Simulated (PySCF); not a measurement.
A calculated (TPSSh, PySCF 2.14, x2c-TZVPPall, scalar relativity by spin-free X2C-1e) atom or ion has these occupied shells.

```tsv
shell	electrons	orbital energy (eV)	rms radius, mean of both spins (bohr)
1s β	1	-55456.0	0.0236
1s α	1	-55456.0	0.0236
2s α	1	-9308.6	0.0953
2s β	1	-9308.6	0.0953
2p α	3	-8264.9	0.0858
2p β	3	-8264.8	0.0858
3s α	1	-2106.9	0.245
3s β	1	-2105.4	0.245
3p α	3	-1785.5	0.246
3p β	3	-1783.8	0.246
3d α	5	-1368.6	0.225
3d β	5	-1367.1	0.225
4s α	1	-440.89	0.551
4s β	1	-436.83	0.551
4p α	3	-334.36	0.586
4p β	3	-330.19	0.586
4d α	5	-187.88	0.641
4d β	5	-183.41	0.641
5s α	1	-73.642	1.34
5s β	1	-71.909	1.34
5p α	3	-47.483	1.56
5p β	3	-46.283	1.56
4f α	7	-28.919	0.891
4f β	3	-26.436	0.891
6s β	1	-17.142	3.52
```

Task: Name the element and its charge.

Result: Ho²⁺ (holmium, charge +2), in [Xe] 4f10 6s1, 6s spin antiparallel (an excited configuration).
